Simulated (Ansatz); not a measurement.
One change: `[SH][GaH][Cl]` becomes `[F][Ga]([SH])[Cl]`.

Ansatz, PBE0-D4/def2-TZVP geometries, multiplicity 1. Each molecule was computed in one conformer, which needn't be the lowest.

Scalar relativity is left out up to krypton.

```tsv
property	`[SH][GaH][Cl]`
LUMO energy (PBE/def2-TZVPP) / eV	-2.21
HOMO–LUMO gap (PBE/def2-TZVPP) / eV	4.63
HOMO–LUMO gap (PBE0/def2-TZVPP) / eV	6.59
HOMO energy (PBE0/def2-TZVPP) / eV	-8.04
HOMO–LUMO gap (B3LYP/def2-TZVPP) / eV	6.09
size of the dipole moment (ωB97M-V/def2-TZVPP) / D	2.33
```

(1) What does the change do to each property? (Best estimate.)

## Answers

(1) Ansatz gave: 
| property | `[F][Ga]([SH])[Cl]` | shift |
| --- | --- | --- |
| LUMO energy (PBE/def2-TZVPP) / eV | -2.52 | -0.31 |
| HOMO–LUMO gap (PBE/def2-TZVPP) / eV | 4.68 | 0.05 |
| HOMO–LUMO gap (PBE0/def2-TZVPP) / eV | 6.88 | 0.29 |
| HOMO energy (PBE0/def2-TZVPP) / eV | -8.46 | -0.42 |
| HOMO–LUMO gap (B3LYP/def2-TZVPP) / eV | 6.29 | 0.20 |
| size of the dipole moment (ωB97M-V/def2-TZVPP) / D | 1.55 | -0.78 |

With PBE0 the HOMO falls by 0.42 eV and the LUMO falls by 0.13 eV, so the gap widens by about 0.29 eV. PBE moves the HOMO by -0.37 eV and ωB97M-V by -0.44 eV. Dipoles are sizes alone; their direction can turn.

B3LYP here is the variant with VWN-RPA as its local correlation; programs differ in this.
